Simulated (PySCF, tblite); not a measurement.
Species: C₆H₁₂P (charge +1).
Atom-mapped SMILES: `[CH2:1]=[CH:2][C@@H:3]1[CH2:4][PH2+:5][C@@H:6]1[CH3:7]` (hydrogens: H8, H9 on C1; H10 on C2; H11 on C3; H12, H13 on C4; H14, H15 on P5; H16 on C6; H17, H18, H19 on C7)

The geometry is computed with GFN2-xTB (gas phase).

Problem. What internal coordinates does the optimisation give?

Solution. 
```tsv
bond	length (Å)
C1=C2	1.319
C2–C3	1.496
C3–C4	1.562
C4–P5	1.816
P5–C6	1.838
C6–C7	1.515
C3–C6	1.571
C1–H8	1.075
C1–H9	1.077
C2–H10	1.086
C3–H11	1.090
C4–H12	1.092
C4–H13	1.089
P5–H14	1.380
P5–H15	1.376
C6–H16	1.096
C7–H17, C7–H18, C7–H19	1.088
```

Bonds in one row agree within 0.01 Å and their mean is given. A selection of angles:
```tsv
angle	degrees
C2–C1–H8	121.8
C2–C1–H9	121.9
H8–C1–H9	116.3
C1–C2–C3	124.3
C1–C2–H10	120.8
C3–C2–H10	114.9
C2–C3–C4	110.7
C2–C3–C6	112.3
C2–C3–H11	110.0
C4–C3–C6	96.4
C4–C3–H11	114.0
C6–C3–H11	112.9
C3–C4–P5	89.4
C3–C4–H12	112.8
C3–C4–H13	115.5
P5–C4–H12	111.4
P5–C4–H13	117.4
H12–C4–H13	109.2
C4–P5–C6	79.5
C4–P5–H14	119.6
C4–P5–H15	114.0
C6–P5–H14	121.6
C6–P5–H15	114.1
H14–P5–H15	106.5
P5–C6–C7	119.8
P5–C6–H16	107.9
C7–C6–H16	110.3
C3–C6–P5	88.4
C3–C6–C7	118.9
C3–C6–H16	109.5
C6–C7–H17	110.9
C6–C7–H19	109.1
H17–C7–H18	109.0
H17–C7–H19	108.1
```

Torsions: C1–C2–C3–C4 -134° (anticlinal); C2–C3–C4–P5 -96° (anticlinal); C3–C4–P5–C6 -18° (synperiplanar); C4–P5–C6–C7 140° (anticlinal); C2–C3–C6–P5 95° (anticlinal).

The C–P distances run from 1.816 Å (C4–P5, drawn single) to 1.838 Å (P5–C6, drawn single), a spread of 0.022 Å. The 4-membered ring C3–C4–P5–C6 has internal angles of 79.5° to 96.4°; it is puckered, 0.14 Å rms from its mean plane, widest ring torsion 20°. C2 (alkene CH carbon) is planar (angles 124.3°, 120.8° and 114.9°, sum 360.0°, 0.00 Å off the plane of its three neighbours). The C–C distances run from 1.319 Å (C1=C2, drawn double) to 1.571 Å (C3–C6, drawn single), a spread of 0.252 Å. P5 (phosphonium phosphorus) has angles from 79.5° to 121.6°. C1 (terminal =CH2 carbon) is planar (angles 121.9°, 121.8° and 116.3°, sum 360.0°, 0.00 Å off the plane of its three neighbours). Of the pairs four or more bonds apart, C2···H18 is among the closest relative to their van der Waals radii: 2.66 Å, 92 % of the sum of Bondi's values.

Point group: C1 (no symmetry element, even within 0.4 Å). Its GFN2-xTB frequencies are all real (lowest 76 cm⁻¹). 3 starts were optimised and ended at 0.00, 0.93 and 1.60 kcal/mol (GFN2-xTB); the lowest of these is shown.

One conformer stands for the species.
